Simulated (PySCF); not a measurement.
Fill in the blanks.

C6H6O3.
Structure used (PBE0-D3(BJ)/def2-SVP), in Å, numbered top down from 1:
```xyz
15
C6H6O3 angstrom
C     -2.5980   -0.1590   -0.1939
O     -1.2085    0.1083   -0.2219
C     -0.4186   -0.8801    0.2189
O     -0.8368   -1.9394    0.6153
C      1.0008   -0.5080    0.1560
C      1.6079    0.7152   -0.2831
C      2.9463    0.5309   -0.1341
O      3.2022   -0.7050    0.3592
C      2.0314   -1.3267    0.5324
H     -3.0942    0.7525   -0.5473
H     -2.9307   -0.4042    0.8256
H     -2.8486   -1.0063   -0.8498
H      1.0969    1.5992   -0.6554
H      3.8140    1.1565   -0.3260
H      2.0520   -2.3396    0.9263
```

```csv
property,level,value
"rotational constants A, B, C",PBE0-D3(BJ)/def2-SVP,"4.699, 1.034, 0.852 GHz"
dipole moment,CAM-B3LYP/def2-SVPD,2.17 D
HOMO energy,CAM-B3LYP/def2-SVPD,-8.42 eV
LUMO energy,CAM-B3LYP/def2-SVPD,0.14 eV
lowest singlet excitation,TDDFT CAM-B3LYP/def2-SVPD,"5.50 eV (225 nm, f = 0.000)"
strongest line among the 10 lowest singlet transitions,TDDFT CAM-B3LYP/def2-SVPD,?
lowest triplet excitation (Tamm–Dancoff),TDA CAM-B3LYP/def2-SVPD,?
static isotropic polarisability,CAM-B3LYP/def2-SVPD,78.6 au
vertical ionisation energy,ΔSCF CAM-B3LYP/def2-SVPD,9.20 eV
electronic spatial extent ⟨r²⟩ about the centre of nuclear charge,CAM-B3LYP/def2-SVPD,1290 bohr²
13C chemical shifts (computed TMS as zero) by class,GIAO PBE/pcSseg-1,?
1H chemical shifts (computed TMS as zero) by class,GIAO PBE/pcSseg-1,"7.93 (H15), 7.19 (H14), 6.69 (H13), 3.81 (H10/H11/H12) ppm"
"isotropic shieldings of nuclei other than C and H, by class",GIAO PBE/pcSseg-1,?
largest of the computed one-bond spin–spin couplings (means over like bonds),"B3LYP/pcJ-1, spin–dipole term left out","13C–1H +218.9 (C9–H15), 13C–1H +214.4 (C7–H14), 13C–1H +189.9 (C6–H13), 13C–1H +152.0 (C1–H10 and 2 like it) Hz"
core binding energies,"ΔSCF SCAN, pcX-2 on the ionised atom, pcseg-1 elsewhere, spin-free X2C","C1s 290.8 (C6), C1s 290.9 (C5), C1s 291.9 (C7), C1s 291.9 (C9), C1s 292.6 (C1), C1s 294.4 (C3), O1s 537.3 (O4), O1s 539.3 (O2), O1s 540.4 (O8) eV"
```

Gas-phase values; electronic properties from PySCF, density fitting. Geometry: PBE0-D3(BJ)/def2-SVP, one conformer, isolated molecule. NMR classes are plain means over equivalent atoms (diastereotopic ones count apart unless rotation or inversion swaps them), as if these changed places fast; in this geometry the members of some classes differ.

Q: Give the lowest triplet excitation (Tamm–Dancoff).

A: 3.81 eV.

Q: The 13C chemical shifts (computed TMS as zero) by class?

A: 163.0 (C3), 149.3 (C9), 144.0 (C7), 123.5 (C5), 114.0 (C6), 52.3 (C1) ppm.

Q: The strongest line among the 10 lowest singlet transitions?

A: S5 at 6.98 eV (178 nm, f = 0.611).

Q: What are the isotropic shieldings of nuclei other than C and H, by class?

A: -74 (O4), 17 (O8), 136 (O2) ppm.

The principal polarisabilities are 51.3, 81.3 and 103.2 au; their mean is the isotropic value. The polarisability is 11.65 Å³ as a volume (1 au = 0.148185 Å³), or 1.19 au for each of the 66 electrons. The dipole matches unit charges of opposite sign 0.45 Å apart (1 e·Å = 4.8032 D). The ΔSCF ionisation energy exceeds −ε(HOMO) by 0.78 eV with CAM-B3LYP. In wavenumbers S1 is 44400 cm⁻¹ (1 eV = 8065.54 cm⁻¹). The largest Löwdin shares of the HOMO are 0.27 on C7, 0.25 on C9, 0.15 on C5 and 0.15 on C6.
